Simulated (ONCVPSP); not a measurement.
# La: one change to an ONCV potential, before and after

La (Z = 57), optimised norm-conserving Vanderbilt (ONCV), made with ONCVPSP 4.0.1 (PBE, scalar-relativistic). Core [Kr], reference 4d10 5s2 5p6 5d1 6s0.5 (charge +1.5). Waves: 5s+6s: rc 2.40 bohr, ncon 4, nbas 9, qcut 5.6 1/bohr, 2 projectors; 5p: rc 1.70 bohr, ncon 5, nbas 9, qcut 4.2 1/bohr, 2 projectors, debl 0.6 Ha; 4d+5d: rc 1.40 bohr, ncon 3, nbas 7, qcut 12.3 1/bohr, 2 projectors; f scattering state at 0.16 Ha: rc 2.45 bohr, ncon 4, nbas 7, qcut 5.1 1/bohr, 2 projectors, debl 1 Ha. Local part: polynomial inside 1.10 bohr (lpopt 5, dvloc0 0 Ha). Core correction: Teter function, fcfact 1.5, rcfact 1.5.

In the p channel the program set the typed energies aside and used -1.156, 0.250 Ha. In the f channel the program set the typed energies aside and used -0.494, 0.506 Ha.

All-electron outer shells of the reference configuration (PBE, scalar-relativistic, ld1.x):

```
shell  level (eV)  outermost node (bohr)  outermost maximum (bohr)
   4d     -113.02                   0.32                      0.68
   5s      -48.02                   0.77                      1.41
   5p      -31.46                   0.83                      1.58
   5d      -11.51                   0.95                      2.16
   6s      -10.87                   1.84                      3.51
```

Change: reference 4d10 5s2 5p6 5d1 6s1.75. In the p channel the program set the typed energies aside and used -0.873, 0.250 Ha. In the f channel the program set the typed energies aside and used -0.209, 0.791 Ha.

Cutoffs: the cutoffs (Ha) at which the residual kinetic energy of the hardest occupied pseudo-wave falls to 1 and 0.1 mHa per electron; they do not see the model core or the augmentation charge, which bear on the density cutoff. Errors are all-electron minus pseudo energies relative to the spin-unpolarised reference configuration.

Question: What does the change do?

Answer: The potential gets neither clearly harder nor softer (55 Ha and 79 Ha → 55 Ha and 79 Ha); both files keep a bound ghost (s); the lowest positive-energy flag moves from p at 35.1 eV to none.

```csv
quantity,base,changed
"cutoff, loose",55 Ha,55 Ha
"cutoff, tight",79 Ha,79 Ha
loose cutoff by channel,"s 10 Ha, p 39 Ha, d 55 Ha","s 10 Ha, p 39 Ha, d 55 Ha"
bound ghosts,s,s
GHOST(+) flags under 300 eV,p at 35.1 eV,none
"largest error over its own tests, meV",+1.1,-8.5
s: phases at 2.43 bohr within 0.05 rad from the reference energy up to (Ha; the scan ends near 5),4.3,4.5
p: phases at 1.73 bohr within 0.05 rad from the reference energy up to (Ha; the scan ends near 5),1.2,1.3
d: phases at 1.42 bohr within 0.05 rad from the reference energy up to (Ha; the scan ends near 5),to the end of the scan,to the end of the scan
f: phases at 2.49 bohr within 0.05 rad from the reference energy up to (Ha; the scan ends near 5),2.8,3.1
"rms error of d²Exc/dni dnj with the model core, mHa",2.06,2.05
```

 A true bound ghost makes a file unfit for plane-wave use even where its test errors are small: the radial tests pick states by their node count and pass the ghost by.
